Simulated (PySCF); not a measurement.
Cartesian coordinates in Å; atom numbers follow the order of the lines, from 1:
```xyz
20

C     3.754    0.167    0.510
C     2.656    0.456   -0.189
C     1.660   -0.549   -0.685
C     0.279   -0.306   -0.151
C    -0.093   -0.202    1.225
C    -1.445    0.033    1.269
N    -1.932    0.091   -0.022
Si   -3.634    0.214   -0.484
C    -0.872   -0.120   -0.882
H     4.007   -0.867    0.767
H     4.440    0.947    0.851
H     2.427    1.504   -0.420
H     2.002   -1.563   -0.413
H     1.623   -0.516   -1.787
H     0.575   -0.277    2.081
H    -2.106    0.180    2.122
H    -4.325    0.984    0.587
H    -4.265   -1.131   -0.620
H    -3.694    0.924   -1.792
H    -1.016   -0.117   -1.962
```

Computational details: shielding tensors at PBE0/pcSseg-1 (GIAO), structure optimised with PBE0-D3(BJ)/def2-SVP, in PySCF 2.14 (non-relativistic Hamiltonian, equivalent nuclei averaged, no solvent, one computed conformer).

Chemical shifts δ = σref − σ; 13C, 1H, 29Si against TMS; 15N vs NH3, all at this level.

| atoms | nucleus | count | Hirshfeld charge | δ (ppm) |
| --- | --- | --- | --- | --- |
| H11 | 1H | 1 | 0.04 | 5.26 |
| C6 | 13C | 1 | -0.04 | ? |
| Si8 | 29Si | 1 | 0.38 | -46.8 |
| C4 | 13C | 1 | -0.03 | 132.3 |
| H20 | 1H | 1 | 0.05 | 6.51 |
| H15 | 1H | 1 | 0.05 | 6.48 |
| C3 | 13C | 1 | -0.07 | ? |
| C2 | 13C | 1 | -0.03 | 149.3 |
| C1 | 13C | 1 | -0.11 | ? |
| H10 | 1H | 1 | 0.04 | ? |
| C9 | 13C | 1 | -0.04 | 125.8 |
| H12 | 1H | 1 | 0.04 | 5.99 |
| H17/H18/H19 | 1H | 3 | -0.07 | 4.97 |
| N7 | 15N | 1 | -0.11 | 161.6 |
| C5 | 13C | 1 | -0.10 | 120.1 |
| H13/H14 | 1H | 2 | 0.04 | ? |
| H16 | 1H | 1 | 0.05 | 6.65 |

Problem. Complete the table.

Solution. 
- C6: 130.0 ppm, aromatic CH next to a ring nitrogen
- C1: 121.2 ppm, terminal =CH2 carbon; an sp2 carbon of a C=C bond
- C3: 36.4 ppm, sp3 CH2 on an aromatic ring; saturated and bonded to C and H only
- H10: 5.46 ppm, hydrogen on a terminal =CH2 carbon; a vinylic proton, deshielded by the sp2 carbon and the C=C anisotropy
- H13/H14: 3.20 ppm, hydrogen on an sp3 CH2 on an aromatic ring; benzylic-type position, deshielded by the ring

Shifts are as computed. Against solution values, carbons near 30 ppm lie about +2 ppm off and those near 130 ppm about +5 ppm. Of 1309 compounds with measured shifts, 239 miss one by over three times the rms of a fit or turn the order of signals round; such compounds aren't used in these exercises. Experimental scales use liquid or dissolved standards, which lie at an offset from isolated NH3 (liquid NH3: subtract about 20 ppm). Unscaled 15N shifts of sp2 nitrogen come out 20 to 40 ppm too high even then.
